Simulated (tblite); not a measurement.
`C=C(F)CC[SiH3]`. The geometry is computed with GFN2-xTB (gas phase).

```
atom  x, y, z in Å
C1    -2.7127    0.1812    0.2037
C2    -1.6275   -0.1266   -0.4804
F3    -1.6397    0.0083   -1.8309
C4    -0.3077   -0.5927    0.0395
C5     0.7365    0.5258   -0.0531
Si6    2.4548   -0.0174    0.5566
H7    -2.7336    0.0850    1.2723
H8    -3.6031    0.5327   -0.2859
H9     0.0222   -1.4471   -0.5569
H10   -0.4264   -0.9150    1.0737
H11    0.3860    1.3815    0.5280
H12    0.7979    0.8616   -1.0899
H13    2.3656   -0.3623    1.9776
H14    2.8878   -1.1924   -0.2020
H15    3.3955    1.0855    0.3617
```

**Question.** How far are the heavy atoms from their best plane (unweighted least squares)?

**Answer.** 0.335 Å rms; C1 0.23, C2 0.11, F3 0.01, C4 0.59, C5 0.51, Si6 0.05 Å (magnitudes).

**Question.** What are the angles C2–C4–H9, C2–C4–C5, C4–C5–H11, C4–C5–H12, C5–Si6–H14, H14–Si6–H15, C5–Si6–H13?

**Answer.** From the scalar product of the two bond vectors; for C2–C4–H9 it is -0.5236 Å² over 1.4931 × 1.0929 Å², cos θ = -0.3208. C2–C4–H9 108.7°; C2–C4–C5 110.7°; C4–C5–H11 108.7°; C4–C5–H12 108.7°; C5–Si6–H14 109.3°; H14–Si6–H15 110.2°; C5–Si6–H13 108.8°.

**Question.** Give the dihedral angles H10–C4–C5–Si6, H11–C5–Si6–H15, F3–C2–C4–H10, C1–C2–C4–H9, C4–C5–Si6–H13, H9–C4–C5–H12.

**Answer.** H10–C4–C5–Si6 61° (synclinal); H11–C5–Si6–H15 -61° (synclinal); F3–C2–C4–H10 -166° (antiperiplanar); C1–C2–C4–H9 134° (anticlinal); C4–C5–Si6–H13 -63° (synclinal); H9–C4–C5–H12 63° (synclinal). Dihedral signs follow IUPAC: positive where, seen along the central bond, the front bond turns clockwise onto the rear one.

**Question.** How far apart are these pairs, which share no bond: C2···Si6, C2···H11, C4···H7, C5···H13, H9···H10?

**Answer.** C2···Si6 4.213 Å (3 bonds apart); C2···H11 2.710 Å (3 bonds apart); C4···H7 2.804 Å (3 bonds apart); C5···H13 2.751 Å (2 bonds apart); H9···H10 1.773 Å (2 bonds apart).

**Question.** What is the repulsion energy of the bare nuclei, Σ ZA·ZB/RAB?

**Answer.** 283.43 Eh over 105 pairs, with full nuclear charges and distances in bohr; the largest single term is 23.36 Eh (C5 with Si6).

**Question.** Write the matrix of distances between heavy atoms (Å, lower triangle).

**Answer.** 
```
C1    0.000
C2    1.319  0.000
F3    2.307  1.357  0.000
C4    2.532  1.493  2.374  0.000
C5    3.476  2.489  3.012  1.533  0.000
Si6   5.183  4.213  4.740  2.869  1.902  0.000
```

Its GFN2-xTB frequencies are all real (lowest 56 cm⁻¹). The numbers are those of one conformer.

The run took 0.4 s of wall time on an Arm Neoverse V1 with one thread, no GPU, shared host with 32 logical CPUs at a one-minute load of 25. These figures are those of the optimisation.
